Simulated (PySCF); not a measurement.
H2O2S2, SMILES OSSO.

Geometry: B3LYP-D3(BJ)/def2-SVP. One conformer was computed; it need not be the lowest.

Calculation: PBE0/def2-TZVPD run with PySCF.

Symmetry labels are those of the subgroup C2 that the program uses (full group C2).

Q: List the valence orbital energies around the gap with their symmetry. (Estimate from the structure and the level; the computed values follow.)

A: 
```
orbital  symmetry  energy (eV)
-------  --------  -----------
HOMO−7          B       -14.17
HOMO−6          A       -12.64
HOMO−5          A       -11.88
HOMO−4          B       -11.41
HOMO−3          B       -10.30
HOMO−2          A        -8.49
HOMO−1          B        -7.97
HOMO            A        -7.56
LUMO            A        -1.03
LUMO+1          B        -1.03
LUMO+2          B        -0.45
LUMO+3          A         0.25
```
